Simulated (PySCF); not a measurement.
# Electron correlation in Cl (chlorine, neutral)

[Ne] 3s2 3p5, 2P determinant. Computed with PySCF 2.14 in def2-TZVP, with no relativity, point nucleus. Frozen: [Ne]; 7 electrons correlated.

MP2 pair energies summed by pair of shells (mhartree):

```tsv
pair	energy	share (%)
3p-3p	-96.46	62.1
3s-3p	-50.01	32.2
3s-3s	-8.84	5.7
```

Total MP2 correlation energy: -155.31 mhartree.

Same-spin part -36.14 and opposite-spin part -119.17 mhartree; SCS-MP2 scales them by 1/3 and 6/5 to -155.05 mhartree.

| level | correlation energy (mhartree) |
| --- | --- |
| CCSD | -179.50 |
| (T) | -5.69 |
| CCSD(T) | -185.19 |

Diagnostics: T1 = 0.0072, D1 = 0.0238, largest double amplitude 0.054.

Q: Is a single reference adequate?

A: Yes: T1 lies below 0.03 and no double amplitude reaches 0.07.
